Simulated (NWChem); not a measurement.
System: ZnHF; SMILES [F][ZnH]

```xyz
3

Zn     0.0000     0.0000    -0.3422
H      0.0000     0.0000    -1.8548
F      0.0000     0.0000     1.4006
```
Atoms are numbered in this order, from 1.

All runs: NWChem. Pople sets run with spherical d functions. Geometry: optimised at PBE0/def2-SVP. GIAO values for the isolated, static molecule; σ is the absolute isotropic shielding, δ = σ(reference) − σ with the isolated reference molecule computed at the same levels (19F: trichlorofluoromethane, 1H: tetramethylsilane).

```csv
level,σ Zn1 (ppm),δ H2 (ppm),δ F3 (ppm),relative time
KT2/pcSseg-1,1773.0,3.81,-206.8,1
Hartree-Fock/6-31G*,2060.8,4.00,-151.7,1
PBE0/pcSseg-2,1795.4,3.57,-205.2,6
BHandHLYP/pcSseg-1,1835.7,3.72,-206.3,1
PBE0/pcSseg-1,1795.2,3.75,-207.5,1
```

The last column is a rough cost ratio, cheapest run = 1.
